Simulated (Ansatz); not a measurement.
Ansatz (an electronic-structure program) input for CH₂Cl, SMILES Cl[CH2], multiplicity 2, PBE-D3(BJ)/def2-TZVP. 

Ansatz 0.2 input:
```yaml
crystal:
  periodic: [false, false, false]
  atoms:
    - {symbol: C, position_ang: [-0.00000000, 0.00000000, 1.11203250]}
    - {symbol: Cl, position_ang: [0.00000000, 0.00000000, -0.58248511]}
    - {symbol: H, position_ang: [0.00000000, 0.95386104, 1.61502598]}
    - {symbol: H, position_ang: [0.00000000, -0.95386104, 1.61502598]}
basis:
  gaussian:
    orbitals: def2-TZVP
hamiltonian:
  xc: pbe
  dispersion: d3bj
magnetization: {spin_polarized: true, initial_magnetization: 1}
relax: {f_tol: 0.002, max_steps: 200}
```

Program output:

```
WARN ansatz: RAYON_NUM_THREADS=1 ignored (pool sized by the plan → 1); use --threads N
Functional definition: PBE
integrals: 0.01 GiB planned
524 factors; their error is unknown
mean field: 0.18 GiB planned
mean field evaluation 1: about -13576.7822 eV, gradient 4.0e1 eV
mean field evaluation 2: about -13561.0463 eV, gradient 6.3e1 eV
mean field evaluation 4: about -13584.6460 eV, gradient 2.9e0 eV
mean field evaluation 8: about -13584.6870 eV, gradient 1.8e-2 eV
mean field evaluation 16: about -13584.6753 eV, gradient 1.5e-5 eV
mean field -13584.67529934 eV, -499.2276092272 hartree, gradient 1.5e-5 eV, S^2 0.753794; 0 other end points of the search recorded, 0 dependent functions left out
the calculation of the forces begins
reference -13584.67532664 eV, -499.2276102302 hartree; 13, 12 occupied and 67, 68 virtual orbitals, 524 factors
relax step   1: F+E_penalty+E_count = -13584.72205851 eV  Δ(F+E_penalty+E_count) = +0.000e0 eV  max|allowed force component| = 2.201e-1 eV/Å  Δτ_max = 0.0000 Å  (29 SCF iters, accepted)
these checks for a lower state are left out or cut short: starts, cluster_reference, orbital_swaps, neighbouring_geometries, increment
integrals: 0.01 GiB planned
524 factors; their error is unknown
mean field: 0.18 GiB planned
mean field -13584.67699691 eV, -499.2276716116 hartree, gradient 2.1e-5 eV, S^2 0.753824; 0 other end points of the search recorded, 0 dependent functions left out
the calculation of the forces begins
reference -13584.67702421 eV, -499.2276726150 hartree; 13, 12 occupied and 67, 68 virtual orbitals, 524 factors
relax step   2: F+E_penalty+E_count = -13584.72373752 eV  Δ(F+E_penalty+E_count) = -1.679e-3 eV  max|allowed force component| = 5.945e-2 eV/Å  Δτ_max = 0.0047 Å  (33 SCF iters, accepted)
these checks for a lower state are left out or cut short: starts, cluster_reference, orbital_swaps, neighbouring_geometries, increment
integrals: 0.01 GiB planned
524 factors; their error is unknown
mean field: 0.18 GiB planned
mean field evaluation 32: about -13584.6772 eV, gradient 2.7e-5 eV
mean field -13584.67715300 eV, -499.2276773478 hartree, gradient 2.7e-5 eV, S^2 0.753837; 0 other end points of the search recorded, 0 dependent functions left out
the calculation of the forces begins
reference -13584.67718030 eV, -499.2276783512 hartree; 13, 12 occupied and 67, 68 virtual orbitals, 524 factors
relax step   3: F+E_penalty+E_count = -13584.72388481 eV  Δ(F+E_penalty+E_count) = -1.473e-4 eV  max|allowed force component| = 3.899e-3 eV/Å  Δτ_max = 0.0017 Å  (24 SCF iters, accepted)
these checks for a lower state are left out or cut short: starts, cluster_reference, orbital_swaps, neighbouring_geometries, increment
integrals: 0.01 GiB planned
524 factors; their error is unknown
mean field: 0.18 GiB planned
mean field -13584.67715537 eV, -499.2276774351 hartree, gradient 1.1e-5 eV, S^2 0.753837; 0 other end points of the search recorded, 0 dependent functions left out
the calculation of the forces begins
reference -13584.67718268 eV, -499.2276784385 hartree; 13, 12 occupied and 67, 68 virtual orbitals, 524 factors
relax step   4: F+E_penalty+E_count = -13584.72388630 eV  Δ(F+E_penalty+E_count) = -1.495e-6 eV  max|allowed force component| = 2.277e-3 eV/Å  Δτ_max = 0.0002 Å  (20 SCF iters, accepted)
these checks for a lower state are left out or cut short: starts, cluster_reference, orbital_swaps, neighbouring_geometries, increment
integrals: 0.01 GiB planned
524 factors; their error is unknown
mean field: 0.18 GiB planned
mean field -13584.67715584 eV, -499.2276774522 hartree, gradient 3.4e-5 eV, S^2 0.753837; 0 other end points of the search recorded, 0 dependent functions left out
the calculation of the forces begins
reference -13584.67718314 eV, -499.2276784555 hartree; 13, 12 occupied and 67, 68 virtual orbitals, 524 factors
relax step   5: F+E_penalty+E_count = -13584.72388663 eV  Δ(F+E_penalty+E_count) = -3.267e-7 eV  max|allowed force component| = 2.296e-3 eV/Å  Δτ_max = 0.0002 Å  (20 SCF iters, accepted)
these checks for a lower state are left out or cut short: starts, cluster_reference, orbital_swaps, neighbouring_geometries, increment
integrals: 0.01 GiB planned
524 factors; their error is unknown
mean field: 0.18 GiB planned
mean field -13584.67715612 eV, -499.2276774625 hartree, gradient 2.2e-5 eV, S^2 0.753837; 0 other end points of the search recorded, 0 dependent functions left out
the calculation of the forces begins
reference -13584.67718342 eV, -499.2276784658 hartree; 13, 12 occupied and 67, 68 virtual orbitals, 524 factors
relax step   6: F+E_penalty+E_count = -13584.72388672 eV  Δ(F+E_penalty+E_count) = -8.722e-8 eV  max|allowed force component| = 9.116e-6 eV/Å  Δτ_max = 0.0000 Å  (19 SCF iters, accepted)
integrals: 0.01 GiB planned
524 factors; their error is unknown
mean field: 0.18 GiB planned
mean field evaluation 64: about -13584.6772 eV, gradient 1.8e-3 eV
mean field -13584.67715612 eV, -499.2276774625 hartree, gradient 2.3e-5 eV, S^2 0.753837; 1 other end points of the search recorded, 0 dependent functions left out
the calculation of the forces begins
reference -13584.67718342 eV, -499.2276784658 hartree; 13, 12 occupied and 67, 68 virtual orbitals, 524 factors
Total energy: -13584.72391402 eV, -499.2293957836 hartree
Atom 0 at     0.000008     0.000000     1.109863 Å, force    -0.000007    -0.000000     0.000009 eV/Å
Atom 1 at    -0.000002    -0.000000    -0.585622 Å, force     0.000001    -0.000000    -0.000007 eV/Å
Atom 2 at    -0.000003     0.959444     1.617679 Å, force     0.000003    -0.000001    -0.000001 eV/Å
Atom 3 at    -0.000003    -0.959444     1.617679 Å, force     0.000003     0.000001    -0.000001 eV/Å
Dipole moment:    -0.000004     0.000000     0.190302 e Å
```

The calculation finished and met its thresholds.

Cost: roughly 9 core-seconds.
